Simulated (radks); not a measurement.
Species: Ga I. Configuration: [Ar] 3d10 4s1.5 4p1.5 (fractional occupations, a model configuration). Method: Dirac Kohn-Sham, B86b exchange with PBE correlation, spin-unpolarised, spherical densities, point nucleus; open shells fill j = l - 1/2 first; computed with a radial shooting solver on a logarithmic mesh with Libxc functionals.

X-ray form factor f0, the Fourier transform of the density (f0(0) = 31):

sin(theta)/lambda (1/angstrom)  f0 (electrons)
0.05                                    30.286
0.1                                     28.627
0.15                                    26.724
0.2                                     24.865
0.25                                    23.094
0.3                                     21.398
0.4                                     18.214
0.5                                     15.383
0.6                                     13.002
0.8                                      9.638
1                                        7.729
1.25                                     6.444
1.5                                      5.625
2                                        4.257
